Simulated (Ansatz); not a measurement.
`[BH2][SnH2][C]#C` + `COCN` → `BNCOC` + `C#[C][SnH3]`  (cleavage of the B–Sn bond)

Computed with Ansatz on PBE0-D4/def2-TZVP structures; ΔE is electronic, products minus reactants. CCSD(T)/CBS adds triple-zeta CCSD(T) − MP2 to the extrapolated MP2 energy (def2 sets, frozen cores). This one scheme is used for every species. DFT in def2-TZVPP. B3LYP here is the variant with VWN-RPA as its local correlation; programs differ in this. Elements past krypton have def2 core potentials. For Sn outer-core shells are correlated without core-valence functions, which leaves a few kJ/mol of doubt a bond. Each species was taken in one conformer, which may not be the lowest.

| level | ΔE (eV) |
| --- | --- |
| r2SCAN-D4 | -1.66 |
| B3LYP-D4 | -1.67 |
| ωB97M-V | -1.67 |
| MP2/def2-TZVPP | -1.64 |

(1) What does CCSD(T)/CBS give? (An estimate is asked.)

Largest T1 diagnostic among the species: 0.014.

Results:

(1) The calculation gave: -1.58 eV. The listed levels differ from it by -0.08, -0.09, -0.09, -0.06 eV.
